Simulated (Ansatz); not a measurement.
The cluster Ir₄. Total charge 0; singlet. Geometry r2SCAN-D4/def2-SVP; atoms count from 1.

```xyz
4

Ir    0.488    0.031    0.234
Ir   -1.472    0.202   -1.377
Ir   -1.611   -0.777    0.758
Ir    2.595    0.544    0.386
```

In the def2 sets Ir takes a core potential; there is no spin–orbit coupling. The restricted singlet is unstable towards broken spin symmetry in Hartree–Fock (as tested in another run); at PBE0-D4/def2-TZVP this wasn't settled. No other spin state of charge 0 was run. Another isomer (quintet) lies 1.68 eV lower at PBE0-D4/def2-TZVP; other spin states weren't run for this one.

(1) Estimate the Mulliken populations from the PBE0/def2-TZVP orbitals of Ansatz.

(2) And the Mayer bond orders between bonded heavy atoms (over 0.3)?

## Answers

(1) 
| atom | charge (e) | d electrons |
| --- | --- | --- |
| Ir1 | -0.07 | 7.40 |
| Ir2 | 0.05 | 7.88 |
| Ir3 | 0.11 | 7.81 |
| Ir4 | -0.09 | 7.74 |
Mulliken values and Mayer orders depend strongly on the basis.

(2) Ir1–Ir2 0.91 (2.54 Å); Ir1–Ir3 1.32 (2.31 Å); Ir1–Ir4 2.71 (2.17 Å); Ir2–Ir3 1.92 (2.35 Å). Values over 0.3 also appear between atoms too far apart for a bond (Ir3–Ir4 0.61 at 4.42 Å); they arise where an orbital or an unpaired electron spreads over both atoms.
